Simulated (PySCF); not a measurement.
## Correlation energy of Ru³⁺ (ruthenium, charge +3)

[Kr] 4d5, high-spin 6S determinant. Calculation: PySCF 2.14, in x2c-TZVPPall (8s6p6d2f1g, 79 functions); scalar relativity by spin-free X2C-1e. Frozen: [Ar] 3d10; 13 electrons correlated.

```csv
level,correlation energy (mhartree)
CCSD,-348.71
(T),-6.72
CCSD(T),-355.43
```

Diagnostics: T1 = 0.0020, D1 = 0.0036, largest double amplitude 0.023.

Is a single reference adequate?

Yes, within this model without spin-orbit coupling: T1 lies below 0.03 and no double amplitude reaches 0.07.

This basis was not built for core-valence correlation, so the inner-shell part is incomplete.
